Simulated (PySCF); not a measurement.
Al(H)(Me)(NCO) (C₂H₄AlNO), SMILES [CH3][AlH][N]=C=O.

The structure is a stationary point at B3LYP-D3(BJ)/def2-SVP. The geometry has at least one imaginary mode, so it is a saddle point at that level. The structure was generated by enumeration; whether it is a known compound was not checked. Other conformers were not sampled.

All values below come from IEF-PCM-B3LYP/def2-SVP in PySCF 2.14.0.

The values are the electrostatic part of the solvation free energy, E(continuum) − E(gas) at the gas-phase geometry, in a cavity of scaled van der Waals radii (PySCF's table); cavitation and dispersion terms are not included. A continuum can't describe solvent molecules that bind to the metal. In vacuum the orbital gap is 6.28 eV. The dipole moment in vacuum is 2.48 D.

Problem. Estimate the values in water (ε = 78.36), tetrahydrofuran (ε = 7.43), dichloromethane (ε = 8.93). (An estimate is asked for; the answer gives what the named calculation found.)

Solution. 
```
solvent              ε  ΔG(elec) (kcal/mol)  dipole (D)  gap (eV)
---------------  -----  -------------------  ----------  --------
water            78.36                 -5.2        3.14      6.66
tetrahydrofuran   7.43                 -4.2        3.03      6.59
dichloromethane   8.93                 -4.4        3.05      6.60
```
